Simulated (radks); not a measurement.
Problem. The mean radii <r> (bohr) of the occupied orbitals of an atom or ion are listed with their occupations. Calculated with a radial shooting solver on a logarithmic mesh with Libxc functionals: scalar-relativistic Kohn-Sham, LDA (Slater exchange, Perdew-Wang correlation), spin-polarised, spherical densities, finite nucleus; Fermi nuclear charge, rms radius of each element as measured or else 0.836 A^(1/3) + 0.57 fm.

orbital  occ.      <r>
1s down     1  0.01900
1s up       1  0.01900
2s up       1  0.08044
2s down     1  0.08044
2p up       3  0.07175
2p down     3  0.07175
3s up       1   0.2089
3s down     1   0.2089
3p up       3   0.2087
3p down     3   0.2087
3d up       5   0.1891
3d down     5   0.1890
4s up       1   0.4680
4s down     1   0.4680
4p up       3   0.4969
4p down     3   0.4970
4d up       5   0.5330
4d down     5   0.5333
5s up       1    1.100
5s down     1    1.102
5p up       3    1.260
5p down     3    1.263
4f up       7   0.6421
4f down     6   0.6442

Name the element and its charge. Open shells, if any, are filled with parallel spins first.

Solution. Z = 72, hafnium, charge +5: Hf5+ in [Xe] 4f13. The 1s radius gives Z: for a bare nucleus <r> = (2 gamma + 1)/(2Z) with gamma = sqrt(1 - (Z/c)^2), 0.01876 bohr for Z = 72, and screening makes it slightly larger (0.01900 here). The occupations add up to 67, and the charge is Z minus that.
